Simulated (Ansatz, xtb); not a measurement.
System: CuBr2, charge 0, multiplicity 2. The spin state was set by rule; other spins were not relaxed. SMILES: [Br][Cu][Br]
Coordinates optimised at B3LYP-D3(BJ)/def2-TZVP (Ansatz, a program for electronic structure):
```
Cu
Br 1 2.2242
Br 1 2.2242 2 180.00
```
Charge 0, spin multiplicity 2.

Harmonic wavenumbers from GFN2-xTB (xtb, at its own minimum), cm⁻¹: 63, 63, 151, 324.

Q: Give the harmonic wavenumbers at B3LYP-D3(BJ)/def2-TZVP (Ansatz, finite differences of forces, unscaled).

A: 49, 83, 200, 368 cm⁻¹. Zero-point energy 1.0 kcal/mol.

Q: From these and the geometry, give the ideal-gas thermochemistry at 298.15 K and 1 atm (rigid rotor, harmonic oscillator).

A: Point group D∞h, rotational symmetry number 2. Rotational constants 0.6392, 0.6392 GHz. S(trans) 42.11, S(rot) 18.86, S(vib) 11.89, S(elec, spin only) 1.38, S 74.2 cal/(mol K). H(298) - H(0) 3.65 kcal/mol; G - E(el) -17.5 kcal/mol.
